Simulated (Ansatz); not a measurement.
Mulliken charges of `C#[C][SnH2][F]` from r2SCAN/def2-TZVPP in Ansatz (PBE0-D4/def2-TZVP geometry).

```tsv
atom	x (Å)	y (Å)	z (Å)	charge (e)
C1	0.541	-2.062	0.310	-0.104
C2	0.261	-0.900	0.149	-0.465
Sn3	-0.181	1.107	-0.091	1.061
F4	-1.624	1.154	-1.356	-0.493
H5	0.781	-3.092	0.444	0.213
H6	-0.811	1.782	1.332	-0.106
H7	1.094	1.942	-0.834	-0.106
```

Task: By hand: the dipole of these point charges (1 e Å = 4.8032 D).

Result: Σ q r = (0.567, 0.185, 0.512) e Å, of length 0.786 e Å = 3.78 D.

Task: How does the dipole of the full density compare? (Estimate.)

Result: Computed: (0.421, -0.041, 0.368) e Å, 2.69 D; the point charges give 1.41 times that, at 18° from its direction.

Point charges leave out the atoms' own dipoles, such as those of lone pairs, and Mulliken's split depends on the basis, so the two needn't agree.
